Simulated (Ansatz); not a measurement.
Ansatz (a first-principles code) input (CCSD(T)/pcseg-3): A basis named .json is the Basis Set Exchange file of that set (core-valence sets with the plain set on hydrogen).

Ansatz 0.2 input:
```yaml
crystal:
  periodic: [false, false, false]
  atoms:
    - {symbol: N, position_ang: [0.00000000, 0.00000000, 0.00000000]}
basis:
  gaussian:
    orbitals: pcseg-3.json
magnetization: {spin_polarized: true, initial_magnetization: 3}
correlation: {method: ccsd_t, electrons: outside_noble_gas}
scf: {lower_state_search: full}
```

Output:

```
Functional definition: HF
integrals: 0.04 GiB planned
412 factors; integrals over basis functions are off by at most 2.4e-4 eV
mean field: 0.08 GiB planned
mean field evaluation 1: about -1480.2664 eV, gradient 5.4e0 eV
mean field evaluation 2: about -1480.2676 eV, gradient 5.5e0 eV
mean field evaluation 4: about -1480.3812 eV, gradient 1.5e-1 eV
mean field evaluation 8: about -1480.3813 eV, gradient 9.3e-6 eV
mean field evaluation 16: about -1480.2744 eV, gradient 3.8e0 eV
mean field evaluation 32: about -1469.5063 eV, gradient 2.3e-3 eV
mean field -1480.38133477 eV, -54.4030106144 hartree, gradient 9.3e-6 eV, S^2 3.757692; 3 other end points of the search recorded, 0 dependent functions left out
1 core orbitals not correlated
reference -1480.38133477 eV, -54.4030106144 hartree; 4, 1 occupied and 55, 58 virtual orbitals, 412 factors
second order -2.76985159 eV of doubles, -0.00000000 eV of singles
coupled cluster: 0.14 GiB planned
cycle   1  -3.07498085 eV  change   -3.1e-1 eV  update   3.0e-2
cycle   2  -3.16478729 eV  change   -9.0e-2 eV  update   1.1e-2
cycle   3  -3.17023459 eV  change   -5.4e-3 eV  update   3.1e-3
cycle   4  -3.16972067 eV  change    5.1e-4 eV  update   6.7e-4
cycle   5  -3.16983137 eV  change   -1.1e-4 eV  update   2.1e-4
cycle   6  -3.16991667 eV  change   -8.5e-5 eV  update   4.4e-5
cycle   7  -3.16991337 eV  change    3.3e-6 eV  update   9.4e-6
cycle   8  -3.16991350 eV  change   -1.3e-7 eV  update   1.8e-6
perturbative correction -0.07443516 eV, -0.0027354417 hartree
Total energy: -1483.62568343 eV, -54.5222382285 hartree
```
